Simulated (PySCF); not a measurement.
Compound: C6H8O2.
SMILES: `C=C(/C=C/C)C(=O)O`

The closed-shell SCF was solved with PySCF and density fitting under several settings on one GFN2-xTB geometry (grid level 2 and gas phase unless stated).

```tsv
settings	basis functions	SCF cycles	E (Eh)	HOMO (eV)	LUMO (eV)	dipole (D)
PBE0/pcSseg-1	176	15	-383.4015	-6.76	-1.35	1.24
PBE0/def2-SVPD	230	15	-383.1853	-6.79	-1.46	1.33
PBE0/cc-pVDZ	152	15	-383.4673	-6.59	-1.11	1.11
B3LYP/pcSseg-1, fitting basis def2-qzvpp-jkfit	176	12	-383.8545	-6.55	-1.54	1.23
```

Question: Estimate the rows for these settings: (1) LC-wPBE/cc-pVDZ, energy threshold 1e-11 Eh; (2) revPBE/cc-pVDZ; (3) LC-wPBE/def2-SVP, damping 0.3 at the start, DIIS from the seventh cycle, energy threshold 1e-11 Eh.

Answer: 
| settings | basis functions | SCF cycles | E (Eh) | HOMO (eV) | LUMO (eV) | dipole (D) |
| --- | --- | --- | --- | --- | --- | --- |
| LC-wPBE/cc-pVDZ, energy threshold 1e-11 Eh | 152 | 14 | -383.6467 | -9.13 | 1.13 | 1.15 |
| revPBE/cc-pVDZ | 152 | 17 | -383.7932 | -5.50 | -1.92 | 0.97 |
| LC-wPBE/def2-SVP, damping 0.3 at the start, DIIS from the seventh cycle, energy threshold 1e-11 Eh | 152 | 15 | -383.3503 | -9.19 | 1.03 | 1.19 |

Question: Over all rows, what range does the HOMO–LUMO gap span?

Answer: From 3.58 eV (revPBE/cc-pVDZ) to 10.26 eV (LC-wPBE/cc-pVDZ, energy threshold 1e-11 Eh). The functional of the narrowest has no exact exchange, that of the widest range-separated exact exchange.

Question: Compare two rows with the functional PBE0: PBE0/cc-pVDZ and PBE0/def2-SVPD. Which energy is lower, and by how much?

Answer: PBE0/cc-pVDZ (152 functions) lies 0.2820 Eh or 177 kcal/mol below PBE0/def2-SVPD (230 functions). The smaller set gives the lower energy; the two sets aren't nested, so the variational bound doesn't order them by size.

Cycle counts include a coarse-grid stage where the run had one.

Shape of the structure used: `[CH2:1]=[C:2](/[CH:3]=[CH:4]/[CH3:5])[C:6](=[O:7])[OH:8]`: C1–C2–C3–C4 -175°, C1–C2–C6–O7 -150°, H–O8–C6–C2 -179°.

One conformer stands for the species.
